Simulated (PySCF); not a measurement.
Ge(H)3(SH), SMILES [SH][GeH3], singlet (PBE0/def2-SVP optimised geometry):

```
6

Ge    -0.502    -0.336     0.000
S     -1.293    -1.235     1.882
H     -1.021    -1.103    -1.230
H     -1.037     1.103     0.000
H      1.037    -0.336     0.000
H     -0.727    -2.444     1.672
```

Method: PBE0/def2-TZVP (PySCF).

Task: What are the frontier orbital energies and the dipole moment?

Result: HOMO-2 -9.83 eV, HOMO-1 -9.14 eV, HOMO -7.32 eV, LUMO -0.04 eV, LUMO+1 0.35 eV; dipole moment 1.31 D.

On the same geometry PBE/def2-TZVP run with PySCF gives HOMO-2 -8.53 eV, HOMO-1 -7.93 eV, HOMO -6.08 eV, LUMO -0.95 eV, LUMO+1 -0.53 eV; dipole moment 1.22 D.

Meta-Löwdin charges at PBE0/def2-TZVP: Ge1 0.35, S2 -0.30, H3 -0.06, H4 -0.04, H5 -0.06, H6 0.11.
